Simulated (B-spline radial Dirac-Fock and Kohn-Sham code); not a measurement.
**The L2-M23M23 Auger spectrum of Pt²⁶⁺**

System: platinum as Pt²⁶⁺ in the configuration [Kr] 4d10 4f6.

Input of the calculation (task.json; shells as n, l, electrons):

```json
{"items": [{
  "Z": 78,
  "q": 26,
  "cfg": [[1, 0, 2], [2, 0, 2], [2, 1, 6], [3, 0, 2], [3, 1, 6], [3, 2, 10], [4, 0, 2], [4, 1, 6], [4, 2, 10], [4, 3, 6]],
  "A": 195,
  "rrms": 5.427,
  "do": ["binding", "quiet", "double"]
}]}
```

Command: `python xray_run.py task.json out`

Method: ΔSCF Dirac-Fock with Breit, self-energy and vacuum polarisation, finite nucleus, configuration average. Computed with a radial B-spline solver. The two-hole levels come from diagonalising the Coulomb interaction among the jj configurations; intensities are independent-particle Coulomb rates. Kinetic energies are from the vacuum level. Electron correlation is not included. Open outer shells are spectators and are not coupled to the holes.

```
kinetic energy (eV)  J  leading jj holes (weight)  leading LS term (weight)  intensity (%)
             6250.2  0                M2M2 (1.00)                ³P0 (0.64)           25.8
             6639.9  2                M2M3 (1.00)                ¹D2 (0.68)           50.0
             6650.3  1                M2M3 (1.00)                ³P1 (1.00)           23.0
             7010.7  0                M3M3 (1.00)                ¹S0 (0.64)            0.7
             7030.8  2                M3M3 (1.00)                ³P2 (0.68)            0.5
```

The strongest line, by its leading LS label ¹D2, lies at 6639.9 eV. The mean weight of the leading component is 1.00 in jj and 0.73 in LS coupling, so jj labels describe these levels better.
